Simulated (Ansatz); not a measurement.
## Which method gave which barrier?

Saddle point of CH5ClSn, singlet (CH₅ClSn ([CH3][SnH2][Cl]) → CH₄Sn ([CH2][SnH2]) + HCl; bonds formed: Cl2–H4; bonds broken: Sn1–Cl2, C3–H4), PBE0-D4/def2-TZVP structure:

| atom | x (Å) | y (Å) | z (Å) |
| --- | --- | --- | --- |
| Sn1 | 0.4112 | -0.0698 | 1.1824 |
| Cl2 | -2.3127 | 0.3886 | -1.0270 |
| C3 | 0.6487 | -0.1079 | -0.7922 |
| H4 | -0.8769 | 0.1477 | -0.9858 |
| H5 | 0.2941 | 1.3758 | 2.0642 |
| H6 | -0.1601 | -1.4035 | 2.0633 |
| H7 | 0.8483 | -1.0701 | -1.2532 |
| H8 | 1.1475 | 0.7393 | -1.2517 |

Program: Ansatz 0.2.0. Basis: def2-TZVPP, with def2-QZVPP for the basis limit. Cores are frozen in the correlated methods. Filled d shells of the heavier atoms are correlated. Core potentials replace the inner electrons of the atoms past krypton. The def2 sets are not built for correlating such inner shells, so the correlated values are less sure here. Extrapolation: Hartree–Fock as exp(−7.88 √X), correlation as X^−2.97. Four methods, as single points on the PBE0-D4 structures, gave these electronic barriers from the start structure: 2.898, 3.148, 3.303, 3.986 eV.

(1) The methods were, in alphabetical order, CCSD(T), HF, PBE-D4, r2SCAN-D4. Which gave which? (Judge from chemistry; the calculation decides.)

The T1 diagnostic stays at or below 0.020. The restricted Hartree–Fock reference is unstable towards an unrestricted one at one or more of these structures.

Answers

(1) Computed: PBE-D4 2.898; r2SCAN-D4 3.148; CCSD(T) 3.303; HF 3.986 eV. For comparison, CCSD(T) at an estimated basis limit (MP2 extrapolated from triple and quadruple zeta, plus CCSD(T) − MP2 in triple zeta) gives 3.338 eV.

Labels in which every atom is bracketed show which atoms are joined, not bond orders.

For scale, one of the runs: CCSD(T)/def2-TZVPP, 193 basis functions, launched by `ansatz run in.yaml --threads 4 --pin off --events-out ev --progress --plain --max-ram 9574MiB`. Hardware: 4 CPU threads of an Intel Xeon, shared host. Wall time 80 s; peak host memory 2.4 GiB.
